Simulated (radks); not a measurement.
Values are calculated unless marked as measured or tabulated.
Task: All-electron atom: K in [Ar] 4s1. Level of theory: Dirac Kohn-Sham, SOGGA, spin-unpolarised, spherical densities, finite nucleus; Fermi nuclear charge, rms radius 3.4349 fm (a radial shooting solver on a logarithmic mesh with Libxc functionals). Some entries of the table are withheld. Estimate them.

orbital  occ.  eigenvalue (hartree)  <r^2> (bohr^2)  r(max) (bohr)
1s1/2       2             -129.2290             (1)        0.05307
2s1/2       2             -12.96071          0.1785         0.3185
2p1/2       2             -10.34944          0.1513         0.2614
2p3/2       4             -10.24337          0.1533         0.2634
3s1/2       2                   (2)           1.868          1.078
3p1/2       2              -0.69501           2.429            (3)
3p3/2       4              -0.68520           2.459            (4)
4s1/2       1              -0.08181             (5)          4.279

Result: 
(1) 1s1/2 <r^2> (bohr^2): 0.008853
(2) 3s1/2 eigenvalue (hartree): -1.29386
(3) 3p1/2 r(max) (bohr): 1.153
(4) 3p3/2 r(max) (bohr): 1.160
(5) 4s1/2 <r^2> (bohr^2): 29.71
